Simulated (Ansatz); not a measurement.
A run for Ansatz (a quantum-chemistry and plane-wave program): U-wB97M-V/def2-TZVPP on CH3N (SMILES [CH]N), 2S+1 = 1, a spin state set in the input, which need not be the lowest.

Ansatz 0.2 input:
```yaml
crystal:
  periodic: [false, false, false]
  atoms:
    - {symbol: C, position_ang: [0.69308464, -0.37122937, 0.01873186]}
    - {symbol: N, position_ang: [-0.50291908, 0.15175328, -0.00697891]}
    - {symbol: H, position_ang: [1.40624202, 0.47276082, -0.03092616]}
    - {symbol: H, position_ang: [-0.72992403, 1.14501821, -0.06212570]}
    - {symbol: H, position_ang: [-1.31439225, -0.45267574, 0.02951309]}
basis:
  gaussian:
    orbitals: def2-TZVPP
hamiltonian:
  xc: {name: wB97M-V}
magnetization: {spin_polarized: true, initial_magnetization: 0}
```

It printed:

```
WARN ansatz: RAYON_NUM_THREADS=1 ignored (pool sized by the plan → 1); use --threads N
Functional definition: wB97M-V
integrals: 0.02 GiB planned
512 factors; their error is unknown
integrals: 0.06 GiB planned
132 factors; integrals over basis functions are off by at most 1.7e-5 eV
mean field: 0.41 GiB planned
mean field evaluation 1: about -2571.0558 eV, gradient 2.4e1 eV
mean field evaluation 2: about -2572.0858 eV, gradient 1.9e1 eV
mean field evaluation 4: about -2573.4037 eV, gradient 9.2e-1 eV
mean field evaluation 8: about -2573.4097 eV, gradient 2.1e-1 eV
mean field evaluation 16: about -2573.4098 eV, gradient 5.9e-5 eV
mean field -2573.40980598 eV, -94.5710660498 hartree, gradient 5.9e-5 eV, S^2 0.000000; 0 other end points of the search recorded, 0 dependent functions left out
reference -2573.40983921 eV, -94.5710672712 hartree; 8, 8 occupied and 96, 96 virtual orbitals, 512 factors
Total energy: -2573.40983921 eV, -94.5710672712 hartree
```

The calculation finished and met its thresholds.

Cost: about 4 core-seconds (a rough figure).
